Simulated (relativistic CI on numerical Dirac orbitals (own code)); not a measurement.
## One change at a time: Ba XXIV

Base calculation: Dirac-Coulomb-Breit CI, KLI orbitals optimised for each configuration, model QED, unscaled Slater integrals.

Configuration list (outside the closed core [Ar] 3d10): 4s2 4p3, 4s 4p4, 4s2 4p2 4d, 4p5, 4s 4p3 4d, 4s2 4p2 4f, 4s 4p3 4f, 4p4 4d, 4s 4p2 4d2, 4s2 4p 4d 4f, 4p4 4f, 4s2 4p 4d2, 4s2 4d3, 4s 4p 4d3, 4s2 4d2 4f, 4s 4p 4d2 4f, 4p3 4d2, 4p2 4d3, 4p2 4d2 4f. Double excitations out of closed p, d and f shells are left out; levels of such configurations are missing from the list, as are those of other unlisted configurations, and high levels can miss mixing partners.

Variants: (1) configuration mixing switched off. Shifts of the energy above 4s2 4p3 4S°_3/2, in cm⁻¹, for the lowest level and the first level of each name with at least 55 % of one term (blank where a level changes its place among those of its configuration and J or its character, or is not in the variant):

| Level | Base | Δ(1) |
| --- | --- | --- |
| 4s2 4p3 4S°_3/2 | 0 | 0 |
| 4s2 4p3 2D°_5/2 | 162446 | +2997 |
| 4s2 4p3 2P°_1/2 | 200290 | +4391 |
| 4s2 4p3 2P°_3/2 | 336820 | +5478 |
| 4s 4p4 4P_5/2 | 568709 | +17401 |
| 4s 4p4 2D_5/2 | 768739 | +44916 |
| 4s2 4p2 4d 2F_5/2 | 869021 | +409 |
| 4s2 4p2 4d 4D_1/2 | 882961 | -8034 |
| 4s2 4p2 4d 2D_3/2 | 1020878 | +951 |
| 4s2 4p2 4d 2D_5/2 | 1035758 | +4998 |
| 4p5 2P°_3/2 | 1263218 | +101579 |
| 4s 4p3 4d 6D°_1/2 | 1284526 | -18777 |
| 4s 4p3 4d 6D°_5/2 | 1285542 | -15881 |
| 4s 4p3 4d 6D°_3/2 | 1288934 | -20264 |

At this charge energies of transitions that change n are usually good to better than 1 %, and those within a shell (Δn = 0) to a few per cent.

Ionisation energy from the two ground configurations alone: base 752.448 eV. The NIST ASD value (theoretical) is 752 eV.

LS names give the leading component of a level, which can be under half, so a name can repeat, a term be missing and a line seem to break the LS rules.
